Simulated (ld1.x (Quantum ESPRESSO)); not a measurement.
Cutoff test, Re, ultrasoft

- Element: rhenium
- Generator: ld1.x (Quantum ESPRESSO) 7.5
- Type: ultrasoft
- Functional: PBE
- Relativity: scalar-relativistic
- Frozen core: [Xe] 4f14
- Valence charge: 7
- Reference configuration: 5d5 6s0 6p0 (charge +2)
- Partial waves: 6s (bound, empty): rcut 2.20, rcutus 2.50 bohr; 6s channel at -0.3 Ry: rcut 2.20, rcutus 2.50 bohr; 6p (bound, empty): rcut 2.35, rcutus 2.95 bohr; 6p channel at 1.45 Ry: rcut 2.35, rcutus 2.95 bohr; 5d (bound): rcut 2.00, rcutus 2.55 bohr; 5d channel at -0.8 Ry: rcut 2.00, rcutus 2.55 bohr
- Local potential: all-electron potential smoothed inside 2.25 bohr (lloc = -1)
- Core correction: Bessel-smoothed model core inside 1.95 bohr
- Augmentation charge: built from norm-conserving waves at rcut, not smoothed further

The pseudo-atom Hamiltonian at the reference potential is diagonalised in spherical Bessel functions j_l(qr) that vanish at 20 bohr, with q² up to the cutoff. All-electron valence levels (Ry): 6s -1.4750, 6p -0.9843, 5d -1.5740.

Q: How do the lowest levels (Ry) of each channel move with the cutoff, and are there ghosts?

A:

```
cutoff (Ry)     s #1     p #1     d #1     d #2     f #1  Σ f·Δε (mRy)
          8  -1.4748  -0.9844  -1.5065  -0.4588  -0.3136         338.0
         10  -1.4748  -0.9844  -1.5484  -0.4687  -0.3142         128.2
         12  -1.4749  -0.9844  -1.5662  -0.4754  -0.3146          39.2
         15  -1.4749  -0.9844  -1.5723  -0.4803  -0.3149           8.6
         18  -1.4749  -0.9845  -1.5737  -0.4852  -0.3149           1.8
         21  -1.4750  -0.9845  -1.5737  -0.4865  -0.3149           1.6
         25  -1.4750  -0.9845  -1.5739  -0.4869  -0.3149           0.9
         30  -1.4750  -0.9845  -1.5740  -0.4869  -0.3149           0.2
         35  -1.4750  -0.9845  -1.5740  -0.4869  -0.3149           0.2
        400  -1.4750  -0.9845  -1.5741  -0.4869  -0.3149           0.0
```

Result: no extra level below or beside the all-electron valence levels (s, p, d, f tested); 10 mRy is reached at 15 Ry and 1 mRy at 25 Ry.

Its largest configuration-test error is -539 meV.
